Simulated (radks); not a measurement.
Results of a calculation; reference values are marked as such.
Task: Valence configurations of Tb III (all share [Xe]). Level of theory: Dirac Kohn-Sham, PBEsol, spin-unpolarised, spherical densities, point nucleus; open shells are shared between the two j in proportion to 2j + 1 (a radial shooting solver on a logarithmic mesh with Libxc functionals). Order these by energy: 4f6 5d2 6s1; 4f9; 4f6.5 6s2 6p0.5; 4f8 5d1; 4f8 5d0.5 6s0.5; 4f8 6s1; 4f8.5 6p0.5; 4f7 5d1 6p1; 4f8 6p1; 4f7 5d2.

Result: From the lowest, in eV above it: 4f9 0.000; 4f8.5 6p0.5 4.250; 4f8 5d1 5.440; 4f8 5d0.5 6s0.5 5.541; 4f8 6s1 5.777; 4f8 6p1 10.394; 4f7 5d2 15.772; 4f7 5d1 6p1 21.896; 4f6.5 6s2 6p0.5 31.380; 4f6 5d2 6s1 33.974. NIST lists [Xe] 4f9 as the ground configuration; this level of theory agrees among the configurations tried. The energies are those of spherical spin-averaged densities, not of single terms.
